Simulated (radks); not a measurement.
Values are calculated unless marked as measured or tabulated.
Orbital eigenvalues (eV) of the barium ion Ba+, [Xe] 6s1, of relativity; Dirac values are averaged over j with weights 2j + 1. Spin-unpolarised spherical Kohn-Sham, LDA (Slater exchange, Perdew-Wang correlation), point nucleus unless stated (finite: rms radius 4.8378 fm), a radial shooting solver on a logarithmic mesh with Libxc functionals. A level marked "c x" has the speed of light scaled by that factor.

| shell | non-rel. |
|---|---|
| 1s | -35537 |
| 2s | -5470.9 |
| 2p | -5164.9 |
| 3s | -1158.3 |
| 3p | -1027.1 |
| 3d | -781.95 |
| 4s | -230.31 |
| 4p | -182.43 |
| 4d | -99.021 |
| 5s | -37.045 |
| 5p | -24.527 |
| 6s | -7.5591 |

Give the values at the level "Dirac, finite nucleus".

Answer. 
shell  Dirac, finite nucleus  change of magnitude (%)
1s                    -37192                    +4.66
2s                   -5882.5                    +7.52
2p                   -5290.2                    +2.43
3s                   -1245.8                    +7.56
3p                   -1054.5                    +2.67
3d                   -769.84                    -1.55
4s                   -248.76                    +8.01
4p                   -186.71                    +2.35
4d                   -95.327                    -3.73
5s                   -39.497                    +6.62
5p                   -24.542                    +0.06
6s                   -7.8176                    +3.42
